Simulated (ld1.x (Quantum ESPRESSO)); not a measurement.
# iridium, ultrasoft: configuration errors across variants

```json
{
 "Element": "Ir",
 "Generator": "ld1.x (Quantum ESPRESSO) 7.5",
 "Type": "ultrasoft",
 "Functional": "PBEsol",
 "Relativity": "scalar-relativistic",
 "Frozen core": "[Kr] 4d10",
 "Valence charge": "31",
 "Reference configuration": "4f14 5s2 5p6 5d6 6s0 6p0 (charge +3)",
 "Partial waves": "5s (bound): rcut 1.45, rcutus 1.80 bohr; 6s (bound, empty): rcut 1.45, rcutus 1.80 bohr; 5p (bound): rcut 1.45, rcutus 1.60 bohr; 6p (bound, empty): rcut 1.45, rcutus 1.60 bohr; 5d (bound): rcut 1.25, rcutus 1.55 bohr; 5d channel at -0.8 Ry: rcut 1.25, rcutus 1.55 bohr; 4f (bound): rcut 0.80, rcutus 1.00 bohr; 4f channel at -6.05 Ry: rcut 0.80, rcutus 1.00 bohr",
 "Local potential": "all-electron potential smoothed inside 1.75 bohr (lloc = -1)",
 "Core correction": "Bessel-smoothed model core inside 1.05 bohr",
 "Augmentation charge": "PSQ, radius 0.70 bohr"
}
```

All-electron excitation energies from the reference (eV): (1) 4f14 5s2 5p6 5d7 6s2 6p0 -57.997; (2) 4f14 5s2 5p6 5d7 6s1 6p0 -48.069; (3) 4f14 5s2 5p6 5d7 6s0 6p0 -30.573; (4) 4f14 5s2 5p6 5d6 6s2 6p1 -50.793; (5) 4f14 5s2 5p6 5d7 6s1.5 6p0 -53.939; (6) 4f14 5s2 5p6 5d6 6s2 6p0 -45.771; (7) 4f14 5s1 5p6 5d7 6s2 6p0 46.896.

The overlap operator is not positive definite (basis up to 400 Ry) in “base”, “local potential all-electron potential smoothed inside 1.60 bohr (lloc = -1)”, “waves 5d (bound): rcut 1.25, rcutus 1.82 bohr; 5d channel at -0.8 Ry: rcut 1.25, rcutus 1.82 bohr”, “waves 4f (bound): rcut 0.80, rcutus 1.06 bohr; 4f channel at -6.05 Ry: rcut 0.80, rcutus 1.06 bohr”. Such files are unfit for use, however small their errors in these radial tests.

2 further variants failed, have other tests or another functional or relativity, and are left out.

Errors AE − PS in meV (a dash: test not solved or not reliable):

| change | (1) | (2) | (3) | (4) | (5) | (6) | (7) | bound ghosts |
| --- | --- | --- | --- | --- | --- | --- | --- | --- |
| base | +12 | +9.9 | +5.0 | +8.1 | +11 | +11 | -96 | not determined (overlap not positive) |
| local potential all-electron potential smoothed inside 1.60 bohr (lloc = -1) | +13 | +11 | +6.3 | +14 | +13 | +12 | -72 | not determined (overlap not positive) |
| waves 5d (bound): rcut 1.25, rcutus 1.82 bohr; 5d channel at -0.8 Ry: rcut 1.25, rcutus 1.82 bohr | +12 | +10 | +5.1 | +8.2 | +11 | +11 | -97 | not determined (overlap not positive) |
| waves 4f (bound): rcut 0.80, rcutus 1.06 bohr; 4f channel at -6.05 Ry: rcut 0.80, rcutus 1.06 bohr | +12 | +9.9 | +5.1 | +8.0 | +11 | +11 | -96 | not determined (overlap not positive) |

Q: Give the same row for: augmentation built from norm-conserving waves at rcut, not smoothed further.

A: –, –, –, –, –, –, –; bound ghosts: not determined (overlap not positive). Its overlap operator is not positive definite in a basis up to 400 Ry (lowest eigenvalue p -0.45), so the file is unfit for use: the generalised eigenproblem breaks down once the basis is large enough, and its test numbers describe a broken file.
